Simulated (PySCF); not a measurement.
WCl6, SMILES [Cl][W]([Cl])([Cl])([Cl])([Cl])[Cl], multiplicity 1. Heavy atoms are numbered as in [W:1]([Cl:2])([Cl:3])([Cl:4])([Cl:5])([Cl:6])[Cl:7].

Coordinates come from a B3LYP-D3(BJ)/def2-SVP optimisation. The multiplicity is an assumed one; other spin states were not compared. The isomer is the one that the SMILES or the coordinates give; other isomers of the formula were not compared. The def2 effective core potentials stand for the cores of W; spin–orbit coupling is left out.

Level of theory: PBE0/def2-TZVP (PySCF).

ESP charges are fitted to the potential on shells at 1.4 to 2.0 van der Waals radii. Atomic charges (e), one atom of each kind:

| atom | Löwdin | Mulliken | ESP fit |
|---|---|---|---|
| W1 | ? | 1.06 | -0.26 |
| Cl2 | ? | -0.18 | 0.04 |

What belongs in the gaps? (The exact figures need the calculation; the answer reports its results.)


- W1, Löwdin: -0.76
- Cl2, Löwdin: 0.13
